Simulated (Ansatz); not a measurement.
H₈InNSi₂ (`[SiH3][N]([SiH3])[InH2]`), relaxed with RKS PBE0-D4/def2-TZVP in the Gaussian-basis code of Ansatz from a GFN2-xTB geometry. The force threshold is 0.005 eV/Å; the program also tests the step.

Charge 0, multiplicity 1. In takes the def2 core potential.

Start:

```xyz
12

Si   -0.928    1.195    0.839
N    -0.023    0.003   -0.023
Si   -0.410   -1.680   -0.037
In    1.682    0.611   -1.014
H    -0.280    2.497    0.564
H    -2.316    1.196    0.356
H    -0.903    0.903    2.280
H    -1.767   -1.868   -0.567
H    -0.329   -2.223    1.328
H     0.589   -2.335   -0.911
H     2.131    2.269   -0.902
H     2.554   -0.568   -1.914
```

Task: How much energy does the relaxation release, and in how many steps? (Estimate.)

Result: Computed: 1.82 kcal/mol, in 9 steps.

Task: Which bonds change most? (Best estimate.)

Result: Computed: Si3–H8 from 1.469 to 1.491 Å; Si1–H6 from 1.470 to 1.491 Å; Si1–H7 from 1.471 to 1.491 Å; Si3–H9 from 1.471 to 1.491 Å.

Task: Give the relaxed structure. (Best estimate.)

Result: Computed: 
```xyz
12

Si   -0.885    1.171    0.834
N     0.065    0.024   -0.041
Si   -0.391   -1.641   -0.043
In    1.739    0.642   -1.077
H    -0.301    2.529    0.662
H    -2.296    1.197    0.351
H    -0.926    0.855    2.291
H    -1.759   -1.835   -0.604
H    -0.395   -2.214    1.334
H     0.573   -2.415   -0.872
H     2.023    2.322   -0.965
H     2.553   -0.633   -1.870
```
